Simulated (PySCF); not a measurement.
Atomic charges by several schemes

Species: C4H3Cl2F3Si.
Z-matrix (Å and degrees, GFN2-xTB geometry), rows numbered from 1:
```
F 
C   1  1.3403
F   2  1.3448  1  106.71
F   2  1.3468  1  106.39  3  -112.69
C   2  1.4954  1  113.22  3   123.78
C   5  1.3004  2  121.90  1     7.31
C   6  1.2904  5  176.43  2    65.46
Si  7  1.8986  6  123.30  2    84.04
Cl  8  2.0072  7  108.88  6    16.34
Cl  8  2.0134  7  107.14  6   136.22
H   5  1.0789  2  114.74  1  -172.39
H   7  1.0802  6  119.24  8  -179.68
H   8  1.4552  7  109.91  6  -104.96
```

Density: PBE0/pcSseg-1 (PySCF); schemes: Mulliken, IAO, Hirshfeld and ESP-fitted. One conformer (not necessarily the lowest) at the GFN2-xTB geometry, without solvent, vibrations or thermal averaging.

**Question.** Atoms with like bonding are taken together and averaged. Do the Mulliken, IAO, Hirshfeld and ESP-fitted schemes agree on where the charge is lowest?

**Answer.** The schemes don't all agree: Mulliken C7 (-0.428); IAO C7 (-0.484); Hirshfeld C7 (-0.150); ESP-fitted C5 (-0.434).

**Question.** For which atoms does the sign change between the 4 schemes (beyond +0.03 e in one, beyond −0.03 e in another)?

**Answer.** For none.

**Question.** What partial charge does each atom carry?

**Answer.** In e; atoms taken as equivalent share a row and are averaged (×n: the atom named and its like, n in all):

```json
{"atom": "F1/F3/F4", "environment": "fluorine of a CF3 group", "Mulliken": "-0.267", "IAO": "-0.281", "Hirshfeld": "-0.099", "ESP-fitted": "-0.217"}
{"atom": "C2", "environment": "CF3 carbon", "Mulliken": "+0.832", "IAO": "+0.813", "Hirshfeld": "+0.259", "ESP-fitted": "+0.726"}
{"atom": "C5", "environment": "outer carbon of cumulated double bonds", "Mulliken": "-0.360", "IAO": "-0.270", "Hirshfeld": "-0.096", "ESP-fitted": "-0.434"}
{"atom": "C6", "environment": "central carbon of cumulated double bonds", "Mulliken": "+0.087", "IAO": "+0.096", "Hirshfeld": "+0.025", "ESP-fitted": "+0.098"}
{"atom": "C7", "environment": "outer carbon of cumulated double bonds", "Mulliken": "-0.428", "IAO": "-0.484", "Hirshfeld": "-0.150", "ESP-fitted": "-0.244"}
{"atom": "Si8", "environment": "chlorine-bound silicon", "Mulliken": "+0.886", "IAO": "+0.976", "Hirshfeld": "+0.371", "ESP-fitted": "+0.258"}
{"atom": "Cl9/Cl10", "environment": "silicon-bound chlorine", "Mulliken": "-0.271", "IAO": "-0.282", "Hirshfeld": "-0.096", "ESP-fitted": "-0.102"}
{"atom": "H11", "environment": "hydrogen on C5", "Mulliken": "+0.172", "IAO": "+0.197", "Hirshfeld": "+0.072", "ESP-fitted": "+0.239"}
{"atom": "H12", "environment": "hydrogen on C7", "Mulliken": "+0.184", "IAO": "+0.198", "Hirshfeld": "+0.068", "ESP-fitted": "+0.190"}
{"atom": "H13", "environment": "Si–H hydrogen", "Mulliken": "-0.033", "IAO": "-0.119", "Hirshfeld": "-0.060", "ESP-fitted": "+0.022"}
```

Mean size of the charges over all atoms: IAO 0.351 e, Mulliken 0.333 e, ESP-fitted 0.236 e, Hirshfeld 0.122 e. Each set sums to the total charge, 0, to within 0.001 e. The Hirshfeld scheme weights the molecular density at each point by an atom's share of the summed free-atom densities. The IAO scheme projects the occupied orbitals on a minimal set of polarised atomic orbitals and counts the electrons in each atom's part of it.

Some averages cover members that differ in this geometry: Cl9/Cl10, ESP-fitted -0.116 to -0.089 e.

**Question.** How closely do the schemes follow one another over all atoms?

**Answer.** Correlation coefficient and root-mean-square difference: IAO with Hirshfeld 1.00, 0.281 e; Mulliken with IAO 0.99, 0.047 e; Mulliken with Hirshfeld 0.99, 0.265 e; Mulliken with ESP-fitted 0.90, 0.199 e; IAO with ESP-fitted 0.86, 0.233 e; Hirshfeld with ESP-fitted 0.83, 0.186 e.

**Question.** Sum the charges by element, for elements with more than one atom.

**Answer.** 
| element | atoms | Mulliken | IAO | Hirshfeld | ESP-fitted |
| --- | --- | --- | --- | --- | --- |
| F | 3 | -0.800 | -0.842 | -0.298 | -0.650 |
| C | 4 | +0.131 | +0.155 | +0.039 | +0.146 |
| Cl | 2 | -0.541 | -0.565 | -0.192 | -0.205 |
| H | 3 | +0.324 | +0.277 | +0.080 | +0.451 |

**Question.** How many electrons does the IAO scheme count on C6?

**Answer.** Z − q = 6 − (+0.096) = 5.904.
